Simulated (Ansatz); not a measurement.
XAg6 (charge +1): r2SCAN-D4/def2-TZVP single points in Ansatz on relaxed structures, gas phase. Each cluster is the lowest isomer that a short search found in that spin, judged at the geometry's level, and lower ones may exist. Core potentials for Ag, Sb, no spin–orbit coupling. HOMO and LUMO are taken over both spins. The structures are stationary points that may keep the symmetry of their start. Remarks come from the PBE and PBE0 runs and from stability tests at other levels; not every state was tested.

```json
{"species": "MgAg6⁺", "atoms": "7", "state": "doublet", "geometry": "PBE-D4/def2-SVP", "HOMO (eV)": "-8.25", "LUMO (eV)": "-7.62", "gap (eV)": "0.62", "point group (within 0.1 Å)": "C2v", "remarks": "–"}
{"species": "Ag6Sb⁺", "atoms": "7", "state": "singlet", "geometry": "r2SCAN-D4/def2-SVP", "HOMO (eV)": "-8.53", "LUMO (eV)": "-7.52", "gap (eV)": "1.01", "point group (within 0.1 Å)": "Cs", "remarks": "restricted SCF unstable in HF"}
{"species": "LiAg6⁺", "atoms": "7", "state": "singlet", "geometry": "r2SCAN-D4/def2-SVP", "HOMO (eV)": "-9.09", "LUMO (eV)": "-7.01", "gap (eV)": "2.08", "point group (within 0.1 Å)": "C5v", "remarks": "–"}
```

The gap (eV) runs from 0.62 (MgAg6⁺) to 2.08 (LiAg6⁺).
